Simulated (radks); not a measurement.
Radial electron density D(r) = 4 pi r^2 rho(r) of an atom or ion with 57 electrons. All-electron calculation, scalar-relativistic Kohn-Sham, PBEsol, spin-unpolarised, spherical densities, finite nucleus; Fermi nuclear charge, rms radius of each element as measured or else 0.836 A^(1/3) + 0.57 fm. Program: a radial shooting solver on a logarithmic mesh with Libxc functionals.

r (bohr),D(r) (e/bohr)
0.002642,12.54
0.003076,15.74
0.003609,19.81
0.004236,24.66
0.004931,30.03
0.005787,36.44
0.006736,43.12
0.007905,50.51
0.009203,57.51
0.0108,64.31
0.01257,69.64
0.01475,73.41
0.01731,74.83
0.02016,73.92
0.02365,71.13
0.02754,67.90
0.03232,65.69
0.03762,66.48
0.04415,71.50
0.05139,79.81
0.06031,89.75
0.07078,96.83
0.0824,97.46
0.09669,90.88
0.1126,80.88
0.1321,72.73
0.1538,72.07
0.1805,78.24
0.2101,83.86
0.2465,80.74
0.2893,65.69
0.3368,46.73
0.3953,32.61
0.4601,29.61
0.54,33.04
0.6286,34.48
0.7377,29.70
0.8588,21.47
1.008,13.83
1.183,9.632
1.377,7.922
1.616,6.575
1.881,4.943
2.207,3.206
2.57,2.053
3.016,1.452
3.511,1.200
4.12,0.9838
4.835,0.7137
5.628,0.4462
6.605,0.2246
7.689,0.09818
9.023,0.03463
10.5,0.01082
12.33,0.002549
14.35,0.0005019

What is the nuclear charge?

Answer. Z = 57. The innermost maximum, from 1s, lies near gamma/Z bohr with gamma = sqrt(1 - (Z/c)^2) = 0.909, here 0.016 bohr (found: 0.0175), and its height grows with Z. The density is that of neutral lanthanum in [Kr] 4d10 5s2 5p5 5d1 6s2 6p1; the configuration itself is not fixed sharply by these data, and Z only to a few units. D(r) has 4 maxima, at r = 0.0175, 0.0773, 0.219, 0.609 bohr, and minima at 0.0336, 0.144, 0.446 bohr, inside which lie 1.96, 11.17, 28.91 electrons.
